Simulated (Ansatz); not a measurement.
Born–Oppenheimer molecular dynamics of C2H13NSi3 (19 atoms, charge 0, multiplicity 1). It goes on from the last frame of an earlier run, with new velocities.

Theory: RKS BHLYP/STO-3G in Ansatz 0.2.0.

```yaml
ensemble: NVT, Nosé–Hoover chain
time_step: 0.5 fs
steps_asked: 150
set_temperature: 1500 K
thermostat: time constant 100 fs, chain length 1
seed: 972295
```

First frame:

```xyz
19
Properties=species:S:1:pos:R:3
Si 0.319 0.383 -0.212
H 0.055 0.795 1.173
Si 2.400 0.888 -0.721
H 3.314 -0.178 -0.076
H 2.643 0.652 -2.082
H 2.738 2.287 -0.325
Si -1.249 1.670 -1.027
H -1.464 1.378 -2.361
H -2.574 1.420 -0.133
H -0.759 3.093 -0.971
N -0.046 -1.342 -0.227
C -1.161 -1.532 0.636
H -0.919 -1.220 1.673
H -2.122 -0.998 0.332
H -1.554 -2.559 0.760
C 0.173 -2.330 -1.293
H -0.430 -2.203 -2.127
H 1.246 -2.311 -1.614
H -0.006 -3.416 -0.902
```

Q: How far do the bonds stretch over the last three quarters of this one trajectory? (Pairs bonded in most of those frames.)

A: 
| bond | mean (Å) | spread (Å) | shortest | longest |
| --- | --- | --- | --- | --- |
| Si1–H2 | 1.465 | 0.070 | 1.34 | 1.57 |
| Si1–Si3 | 2.337 | 0.082 | 2.19 | 2.45 |
| Si1–Si7 | 2.315 | 0.088 | 2.20 | 2.44 |
| Si1–N11 | 1.769 | 0.027 | 1.71 | 1.81 |
| Si3–H4 | 1.443 | 0.046 | 1.37 | 1.51 |
| Si3–H5 | 1.450 | 0.090 | 1.31 | 1.60 |
| Si3–H6 | 1.442 | 0.061 | 1.35 | 1.53 |
| Si7–H8 | 1.442 | 0.047 | 1.37 | 1.52 |
| Si7–H9 | 1.470 | 0.114 | 1.29 | 1.62 |
| Si7–H10 | 1.444 | 0.043 | 1.37 | 1.51 |
| N11–C12 | 1.479 | 0.026 | 1.44 | 1.53 |
| N11–C16 | 1.487 | 0.050 | 1.42 | 1.58 |
| C12–H13 | 1.114 | 0.044 | 1.04 | 1.21 |
| C12–H14 | 1.105 | 0.023 | 1.07 | 1.14 |
| C12–H15 | 1.104 | 0.039 | 1.04 | 1.17 |
| C16–H17 | 1.107 | 0.039 | 1.04 | 1.17 |
| C16–H18 | 1.100 | 0.020 | 1.07 | 1.15 |
| C16–H19 | 1.112 | 0.043 | 1.02 | 1.19 |

Mean temperature of the second half: 1169 K. The conserved energy stayed within 0.5 meV per atom of its start (net change 0.13 meV per atom), so the integration is sound. The mean temperature of the second half is 22 % below the set value. A run of 0.075 ps of so small a system gives no equilibrium averages. Limits of this set-up: minimal basis.

Time of the run: 14 min on 1 thread of Arm Neoverse V1, with other jobs on the host, peak memory 0.15 GiB.
